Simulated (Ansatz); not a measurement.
Start from `CO[Si](S)(Cl)OC` and change one atom or group to get `CO[Si](F)(S)Cl`.

Ansatz, PBE0-D4/def2-TZVP geometries, multiplicity 1. Each molecule was computed in one conformer, which needn't be the lowest.

```
                               property  `CO[Si](S)(Cl)OC`
    HOMO energy (B3LYP/def2-TZVPP) / eV              -7.48
      HOMO energy (PBE/def2-TZVPP) / eV              -6.49
      LUMO energy (PBE/def2-TZVPP) / eV              -0.71
HOMO–LUMO gap (ωB97M-V/def2-TZVPP) / eV              12.12
    LUMO energy (B3LYP/def2-TZVPP) / eV               0.00
  HOMO–LUMO gap (B3LYP/def2-TZVPP) / eV               7.48
```

Q: Give the same properties after the change, and the shifts. (Estimate.)

A: Computed: 
| property | `CO[Si](F)(S)Cl` | shift |
| --- | --- | --- |
| HOMO energy (B3LYP/def2-TZVPP) / eV | -7.82 | -0.34 |
| HOMO energy (PBE/def2-TZVPP) / eV | -6.80 | -0.31 |
| LUMO energy (PBE/def2-TZVPP) / eV | -0.99 | -0.28 |
| HOMO–LUMO gap (ωB97M-V/def2-TZVPP) / eV | 12.21 | 0.09 |
| LUMO energy (B3LYP/def2-TZVPP) / eV | -0.28 | -0.28 |
| HOMO–LUMO gap (B3LYP/def2-TZVPP) / eV | 7.53 | 0.05 |

With PBE0 the HOMO falls by 0.34 eV and the LUMO falls by 0.29 eV, so the gap widens by about 0.05 eV. PBE moves the HOMO by -0.31 eV and ωB97M-V by -0.33 eV.

B3LYP here is the variant with VWN-RPA as its local correlation; programs differ in this.
